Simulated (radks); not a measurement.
Question: The table gives one normalised radial function P(r) = r R(r) of Ag44+ in [He] 2s1 (r in bohr). Method: scalar-relativistic Kohn-Sham, PBE, spin-polarised, spherical densities, point nucleus; open shells are filled with parallel spins first (spin-orbit coupling, left out, can overturn this in heavy ions); computed with a radial shooting solver on a logarithmic mesh with Libxc functionals.

| r | P |
|---|---|
| 0.001475 | 1.0475 |
| 0.002031 | 1.3783 |
| 0.00282 | 1.8074 |
| 0.003883 | 2.3221 |
| 0.005348 | 2.9279 |
| 0.007364 | 3.5975 |
| 0.01014 | 4.2656 |
| 0.01408 | 4.8275 |
| 0.01939 | 5.0869 |
| 0.0267 | 4.8840 |
| 0.03677 | 4.1269 |
| 0.05063 | 2.9261 |
| 0.06973 | 1.6301 |
| 0.0968 | 0.6342 |
| 0.1333 | 0.1587 |
| 0.1836 | 0.0211 |
| 0.2528 | 0.0012 |
| 0.3482 | 0.0000 |
| 0.4833 | 0.0000 |
| 0.6656 | 0.0000 |
| 0.9166 | 0.0000 |

Which n and l does it have? It may be an empty orbital.

Answer: n = 1, l = 0: the number of nodes gives n - l - 1 = 0, the rise at small r (about r^(l+1), flatter next to the nucleus through relativity) gives l, and the extent must fit the shell. The curve is that of 1s up; the table hardly tells the two spins apart. 1s up: eigenvalue -29595 eV, 0 radial nodes, <r> = 0.0309 bohr, 90 % of the charge inside 0.0555 bohr.
